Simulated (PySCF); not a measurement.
**Correlation energy of F (fluorine, neutral)**

[He] 2s1 2p6, 2S determinant (an excited configuration). Calculation: PySCF 2.14, in aug-cc-pwCVDZ (5s4p2d, 27 functions); no relativity, point nucleus. Frozen: nothing; 9 electrons correlated.

```json
{"level": "CCSD", "correlation energy (mhartree)": "-317.01"}
{"level": "(T)", "correlation energy (mhartree)": "-55.74"}
{"level": "CCSD(T)", "correlation energy (mhartree)": "-372.75"}
```

Diagnostics: T1 = 0.037, D1 = 0.1527, largest double amplitude 0.416.

T1 exceeds 0.03, a sign that the reference determinant is poor. A double-excitation amplitude exceeds 0.15, a sign of near-degeneracy.

Cost of the coupled-cluster step: roughly 0.6 core-seconds, for 9 correlated electrons.

Iterations:

```
CC2 = 0
CCSD nocc = (np.int64(5), np.int64(4)), nmo = (27, 27)
frozen orbitals [[], []]
max_cycle = 100
direct = 0
conv_tol = 1e-08
conv_tol_normt = 1e-06
diis_space = 8
diis_start_cycle = 0
Init t2, MP2 energy = -0.266750674960034
Init E_corr(UCCSD) = -0.266750674961873
cycle = 1  E_corr(UCCSD) = -0.281098296698531  dE = -0.0143476217  norm(t1,t2) = 0.0720158
cycle = 2  E_corr(UCCSD) = -0.290337155973727  dE = -0.00923885928  norm(t1,t2) = 0.0455235
cycle = 3  E_corr(UCCSD) = -0.297930800905365  dE = -0.00759364493  norm(t1,t2) = 0.0360441
cycle = 4  E_corr(UCCSD) = -0.301758714437333  dE = -0.00382791353  norm(t1,t2) = 0.0294407
cycle = 5  E_corr(UCCSD) = -0.309565587801701  dE = -0.00780687336  norm(t1,t2) = 0.0271278
cycle = 6  E_corr(UCCSD) = -0.319353895606134  dE = -0.0097883078  norm(t1,t2) = 0.0148791
cycle = 7  E_corr(UCCSD) = -0.31553701838456  dE = 0.00381687722  norm(t1,t2) = 0.0053945
cycle = 8  E_corr(UCCSD) = -0.317127211062552  dE = -0.00159019268  norm(t1,t2) = 0.00325941
cycle = 9  E_corr(UCCSD) = -0.317007474032894  dE = 0.00011973703  norm(t1,t2) = 0.000446383
cycle = 10  E_corr(UCCSD) = -0.316976078368818  dE = 3.13956641e-05  norm(t1,t2) = 0.000139877
cycle = 11  E_corr(UCCSD) = -0.317009562030564  dE = -3.34836617e-05  norm(t1,t2) = 8.5914e-05
cycle = 12  E_corr(UCCSD) = -0.317010890577652  dE = -1.32854709e-06  norm(t1,t2) = 7.93613e-06
cycle = 13  E_corr(UCCSD) = -0.317009589753848  dE = 1.3008238e-06  norm(t1,t2) = 3.84052e-06
cycle = 14  E_corr(UCCSD) = -0.317009630151044  dE = -4.03971966e-08  norm(t1,t2) = 9.12946e-07
cycle = 15  E_corr(UCCSD) = -0.317009591181754  dE = 3.89692901e-08  norm(t1,t2) = 2.73258e-07
cycle = 16  E_corr(UCCSD) = -0.317009598430693  dE = -7.24893895e-09  norm(t1,t2) = 4.08986e-08
UCCSD converged
E(UCCSD) = -98.8178584681139  E_corr = -0.317009598430693
UCCSD(T) correction = -0.0557429541515446
```
